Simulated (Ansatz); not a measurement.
`N#[C][Ge]([Cl])([Cl])[Cl]` + H₂Se → `[Cl][Ge]([Cl])([Cl])[SeH]` + `C#N` at 500 K and 1 bar (ligand exchange at a Ge–C bond).

Program: Ansatz. Geometries: PBE0-D4/def2-TZVP. ΔE: electronic, gas phase. CCSD(T)/CBS is the MP2 limit (def2-TZVPP, def2-QZVPP) plus CCSD(T) − MP2 in def2-TZVPP, frozen cores. This one scheme is used for every species. For Ge, Se outer-core shells are correlated without core-valence functions, which leaves a few kJ/mol of doubt a bond. Scalar relativity is left out up to krypton. Each species was taken in one conformer, which may not be the lowest.

```csv
species,CCSD(T)/CBS energy (Eh),H − E (kJ/mol),S (J/(mol·K))
`N#[C][Ge]([Cl])([Cl])[Cl]`,-3548.30650,79.7,434.8
H₂Se,-2401.89790,53.1,237.8
`[Cl][Ge]([Cl])([Cl])[SeH]`,-5856.90733,80.4,458.0
`C#N`,-93.32098,60.1,220.8
```

H − E and S are ideal-gas, rigid-rotor, harmonic terms from PBE0-D4/def2-TZVP, for one conformer and one mirror image of each species. 1 Eh = 2625.50 kJ/mol, R = 8.31446 J/(mol·K).

**Question.** By hand: ΔE, ΔH, ΔS and ΔG.

**Answer.** ΔE = (-5856.90733) + (-93.32098) − (-3548.30650) − (-2401.89790) = -0.02391 Eh = -62.8 kJ/mol. Δ(H − E) = 80.4 + 60.1 − 79.7 − 53.1 = 7.7, so ΔH = -55.1 kJ/mol. ΔS = 458.0 + 220.8 − 434.8 − 237.8 = 6.2 J/(mol·K). ΔG = -55.1 − 500 × (6.2)/1000 = -58.2 kJ/mol.

**Question.** By hand: the equilibrium constant, and the temperature at which ΔG would vanish if ΔH and ΔS stayed fixed.

**Answer.** log₁₀ K = −ΔG/(RT ln 10) = 6.1. ΔH and −TΔS have one sign here, so there is no such temperature.

The number of gas molecules stays the same, so ΔS is small and ΔH decides. A doubt of 5 kJ/mol in ΔE shifts log₁₀ K by 0.5 here. Other conformers and mirror images would add mixing entropy, several J/(mol·K) or more a flexible species. These are equilibria of isolated gas molecules and say nothing of rates. Largest T1 diagnostic: 0.014 (customary marks: 0.02 for closed shells, 0.045 for open ones).

ΔS is within the doubt of such terms, so its sign, and with it that verdict, could turn.
